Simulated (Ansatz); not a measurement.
One geometry of the cluster ZrS2, several levels of theory.

```yaml
crystal:
  periodic: [false, false, false]
  atoms:
    - {symbol: Zr, position_ang: [0.381780, -0.228279, 1.339781]}
    - {symbol: S, position_ang: [0.205591, -0.816118, -0.941375]}
    - {symbol: S, position_ang: [-0.587371, 1.044397, -0.398407]}
basis:
  gaussian: {orbitals: def2-TZVP, initial_orbitals: start.molden}
hamiltonian: {xc: {name: PBE-QIDH}}
scf: {omitted_lower_state_checks: [starts]}
```

The file start.molden holds the orbitals of an earlier run on this structure, at another level or in another basis.

```sh
$ ansatz run in.yaml --threads 4 --pin off --events-out ev --progress --plain --max-ram 3916MiB
```

It prints (some lines left out):

```
Functional definition: PBE-QIDH
809 factors; integrals over basis functions are off by at most 6.5e-4 eV
mean field evaluation 1: about -22929.1795 eV, gradient 1.8e1 eV
mean field evaluation 2: about -22929.4491 eV, gradient 6.2e-1 eV
mean field evaluation 4: about -22929.8702 eV, gradient 5.4e-2 eV
mean field evaluation 8: about -22929.8705 eV, gradient 2.9e-6 eV
mean field -22929.87050879 eV, -842.6571987735 hartree, gradient 2.2e-6 eV, S^2 0.000000; 0 other end points of the search recorded, 0 dependent functions left out; unrestricted orbitals would lower it
10 core orbitals not correlated: weight in the atoms' cores, before any rotation towards them, 1.000 or more for the frozen orbitals, at most 0.000 for the correlated occupied ones
reference -22929.87051957 eV, -842.6571991698 hartree; 12, 12 occupied and 92, 92 virtual orbitals, 809 factors
second order -20.08086607 eV of doubles, -0.00000000 eV of singles
Total energy: -22936.56414160 eV, -842.9031852421 hartree
Checks for a lower state left out: starts
```

Run time 2.2 s (4 threads of Arm Neoverse V2 on a shared host).

The first input with `gaussian: {orbitals: def2-SVP, initial_orbitals: start.molden}`, `hamiltonian: {xc: pbe, dispersion: d4}`, `output: {orbitals: {seedname: orbitals}}` (abridged; 0.6 s):

```
Functional definition: PBE
mean field -22934.70215761 eV, -842.8347585928 hartree, gradient 4.6e-5 eV, S^2 0.000000
Total energy: -22934.82488714 eV, -842.8392688197 hartree
Checks for a lower state left out: starts
```

The first input with `gaussian: {orbitals: def2-SVP, initial_orbitals: start.molden}`, `hamiltonian: {xc: pbe0, dispersion: d4}`, `output: {orbitals: {seedname: orbitals}}` (abridged; 0.8 s):

```
Functional definition: PBE0
mean field -22935.46119475 eV, -842.8626526930 hartree, gradient 1.4e-5 eV, S^2 0.000000
Total energy: -22935.56401109 eV, -842.8664311238 hartree
Checks for a lower state left out: starts
```

First input, but with `hamiltonian: {xc: {name: wB97X-V}}`, `output: {orbitals: {seedname: orbitals}}` (abridged; 4.8 s):

```
Functional definition: wB97X-V
mean field -22946.66783657 eV, -843.2744891840 hartree, gradient 1.1e-5 eV, S^2 0.000000
Total energy: -22946.66783482 eV, -843.2744891195 hartree
Checks for a lower state left out: starts
```

The first input with `hamiltonian: {xc: pbe, dispersion: d4}`, `output: {forces: true, orbitals: {seedname: orbitals}}` (abridged; 0.9 s):

```
Functional definition: PBE
mean field -22942.70689418 eV, -843.1289272359 hartree, gradient 2.4e-5 eV, S^2 0.000000
Total energy: -22942.82961839 eV, -843.1334372674 hartree
Atom 0 force    -0.044438     0.026571    -0.155945 eV/Å
Atom 1 force    -0.043440     0.140770     0.122931 eV/Å
Atom 2 force     0.087878    -0.167341     0.033014 eV/Å
Dipole moment:     0.148402    -0.088735     0.520788 e Å
Checks for a lower state left out: starts
```

First input, but with `gaussian: {orbitals: def2-TZVPD, initial_orbitals: start.molden}`, `hamiltonian: {xc: pbe0, dispersion: d4}`, `output: {orbitals: {seedname: orbitals}}` (abridged; 1.4 s):

```
Functional definition: PBE0
mean field -22943.42640386 eV, -843.1553687287 hartree, gradient 2.4e-5 eV, S^2 0.000000
Total energy: -22943.52922381 eV, -843.1591472923 hartree
Checks for a lower state left out: starts
```

The first input with `hamiltonian: {xc: pbe}`, `correlation: {method: rpa}` (abridged; 2.3 s):

```
Functional definition: PBE
mean field -22942.70688736 eV, -843.1289269851 hartree, gradient 3.6e-6 eV, S^2 0.000000; unrestricted orbitals would lower it
mean field evaluation 16: about -22900.8784 eV, gradient 2.2e0 eV
10 core orbitals not correlated: weight in the atoms' cores, before any rotation towards them, 1.000 or more for the frozen orbitals, at most 0.000 for the correlated occupied ones
Total energy: -22926.76703899 eV, -842.5431483619 hartree
Checks for a lower state left out: starts
```

Geometry: B3LYP-D4/def2-TZVP.

In the def2 sets Zr takes a core potential; there is no spin–orbit coupling. Correlated methods freeze 10 core orbitals; core or outer-core shells of Zr are correlated, in sets that lack core-valence functions. At PBE-QIDH/def2-TZVP, PBE-D4/def2-TZVP, RPA@PBE/def2-TZVP the restricted singlet (for correlated methods, its reference) is unstable: a solution with broken spin symmetry lies lower. The restricted singlet is unstable towards broken spin symmetry at other levels; at PBE-D4/def2-SVP, PBE0-D4/def2-SVP, ωB97X-V/def2-TZVP, PBE0-D4/def2-TZVPD this wasn't settled. The order of the spin states hangs on the level: the triplet lies 0.29 eV below the singlet at PBE0-D4/def2-TZVP, but 0.36 eV above it at RPA@PBE/def2-TZVP. The structure comes from a short search, and lower isomers may exist.
